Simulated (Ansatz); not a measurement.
`FBOCS` and `FB[O][InH2]` differ in one atom or group.

Ansatz, PBE0-D4/def2-TZVP geometries, multiplicity 1. Each molecule was computed in one conformer, which needn't be the lowest.

Elements past krypton have def2 core potentials.

| property | `FBOCS` |
| --- | --- |
| HOMO–LUMO gap (ωB97M-V/def2-TZVPP) / eV | 11.62 |
| size of the dipole moment (ωB97M-V/def2-TZVPP) / D | 1.90 |
| size of the dipole moment (B3LYP/def2-TZVPP) / D | 1.92 |
| HOMO–LUMO gap (PBE0/def2-TZVPP) / eV | 7.46 |
| zero-point energy (PBE0-D4/def2-TZVP) / kJ/mol | 153.4 |
| HOMO–LUMO gap (PBE/def2-TZVPP) / eV | 5.18 |

Q: What does the change do to each property? (Best estimate.)

A: The calculation gave: 
```tsv
property	`FB[O][InH2]`	shift
HOMO–LUMO gap (ωB97M-V/def2-TZVPP) / eV	10.81	-0.81
size of the dipole moment (ωB97M-V/def2-TZVPP) / D	2.34	0.44
size of the dipole moment (B3LYP/def2-TZVPP) / D	2.29	0.37
HOMO–LUMO gap (PBE0/def2-TZVPP) / eV	7.12	-0.34
zero-point energy (PBE0-D4/def2-TZVP) / kJ/mol	83.5	-69.9
HOMO–LUMO gap (PBE/def2-TZVPP) / eV	4.93	-0.25
```

With PBE0 the HOMO falls by 1.25 eV and the LUMO falls by 1.59 eV, so the gap narrows by about 0.34 eV. PBE moves the HOMO by -1.09 eV and ωB97M-V by -1.23 eV. The zero-point energy changes by -69.9 kJ/mol with -6 modes. Dipoles are sizes alone; their direction can turn.

B3LYP here is the variant with VWN-RPA as its local correlation; programs differ in this.
